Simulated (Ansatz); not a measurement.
# Eu(NH2)3 in a box, plane waves

Ansatz 0.2.0, DFT PBE, scalar-relativistic, plane waves, PAW, molecule in a box. The geometry was relaxed with Gaussian bases (B3LYP; Eu lcecp-1-SVP with ECP52, N def2-SVP, H def2-SVP).

```yaml
crystal:
  lattice:
    - [13.97, 0.0, 0.0]
    - [0.0, 14.7, 0.0]
    - [0.0, 0.0, 9.64]
  atoms:
    - { symbol: Eu, position: [0.47384681, 0.4996619, 0.50862448], spin: 6.0 }
    - { symbol: "N", position: [0.63301646, 0.50043265, 0.50242324] }
    - { symbol: H, position: [0.67762491, 0.55547959, 0.50954046] }
    - { symbol: H, position: [0.67763565, 0.44572857, 0.49079564] }
    - { symbol: "N", position: [0.39492054, 0.63059592, 0.52603942] }
    - { symbol: H, position: [0.42451181, 0.69411224, 0.5330529] }
    - { symbol: H, position: [0.32253472, 0.64127619, 0.52641494] }
    - { symbol: "N", position: [0.39463851, 0.36960068, 0.48042635] }
    - { symbol: H, position: [0.32211883, 0.36002041, 0.47671888] }
    - { symbol: H, position: [0.42326199, 0.30612245, 0.46680498] }
basis:
  ecutwfc: 420
  ecutrho_ratio: 4
kpoints:
  mp_grid: { grid: [1, 1, 1] }
hamiltonian:
  xc: pbe
scf:
  occupations: { method: gaussian, width: 0.01 }
output:
  forces: true
  eigenvalues: true
  populations: true
  hubbard: { sites: [{ species: Eu, l: f }] }
magnetization:
  spin_polarized: true
```

Command:
```sh
ansatz run input.yaml --threads 2 --pin off --max-ram 5120MiB --backend cpu --events-out ev --progress --plain --runs-dir out
```
It took 38 s on 2 threads of Arm Neoverse V2, with other jobs on the host, peak memory 1.4 GiB.

(1) How does the SCF go?

(2) Which levels lie next to the highest filled one (eV, counted from it)?

(3) How is the f shell of Eu1 filled?

(4) What forces are left at this geometry, relaxed with Gaussian bases (eV/Å)?

The open shells may stand above their lowest state.

The highest of the empty levels listed lie near the vacuum level and may be states of the box.

The forces come from the other functional as well as from the basis.

An lcecp potential fixes the number of 4f electrons, so in runs with it no electron can move into or out of that shell.

## Answers

(1) 
```
SCF iter   1: F=—  HF=-10027.109633 eV  |F-HF|=—  |Δ(HF+E_count)|=         —  Δρ=1.91e-2 (↑1.85e-2 ↓1.91e-2)
Mixer restart at iter 1: flushing history
preconditioner: auto → Resta (q_TF=auto, 1.412 Å⁻¹)  ε∞=1.2  [insulator: Δε(μ)=4.056 eV  Ē_g=9.553 eV  σ=0.010 eV  W_gap=0.51  n_s
spin=Collinear: Resta preconditioning applied to the charge; magnetization (m = ρ↑ − ρ↓) channel mixes plain (no charge-response k
SCF iter   2: F=—  HF=-10016.443139 eV  |F-HF|=—  |Δ(HF+E_count)|=    1.07e1  Δρ=7.93e-3 (↑7.93e-3 ↓6.85e-3)
...
SCF iter  12: F=—  HF=-10015.764869 eV  |F-HF|=—  |Δ(HF+E_count)|=   2.54e-6  Δρ=9.22e-6 (↑9.22e-6 ↓5.90e-6)
SCF iter  13: F=—  HF=-10015.764870 eV  |F-HF|=—  |Δ(HF+E_count)|=   5.87e-7  Δρ=4.30e-6 (↑4.30e-6 ↓3.00e-6)
SCF iter  14: F=—  HF=-10015.764870 eV  |F-HF|=—  |Δ(HF+E_count)|=   4.66e-7  Δρ=2.31e-6 (↑2.31e-6 ↓8.82e-7)
SCF iter  15: F=—  HF=-10015.764871 eV  |F-HF|=—  |Δ(HF+E_count)|=   7.65e-8  Δρ=1.43e-6 (↑1.43e-6 ↓6.24e-7)
SCF iter  16: F=-10015.764871 eV  HF=-10015.764871 eV  |F-HF|=9.26e-9  |Δ(HF+E_count)|=   5.19e-8  Δρ=1.01e-6 (↑1.01e-6 ↓1.66e-7)
```

(2) Filled: -0.83, -0.83, -0.71, -0.63, -0.49, -0.48, -0.32, -0.10, -0.10, 0.00. Empty: 0.07, 2.76, 2.92, 3.60, 4.00, 4.11, 4.11, 4.14.

(3) Natural occupations, full = 1; up: 0.41, 0.99, 1.00, 1.00, 1.00, 1.00, 1.00; down: 0.01, 0.01, 0.01, 0.01, 0.01, 0.02, 0.03; in all 6.47 e.

(4) 
```
Eu  -0.01  0.00 -0.09
N    0.28 -0.01  0.12
H    0.02  0.01 -0.04
H    0.03 -0.01 -0.05
N   -0.13  0.21  0.14
H   -0.01  0.05 -0.04
H   -0.02  0.02 -0.04
N   -0.13 -0.25  0.10
H   -0.03 -0.01 -0.05
H    0.00 -0.02 -0.05
```
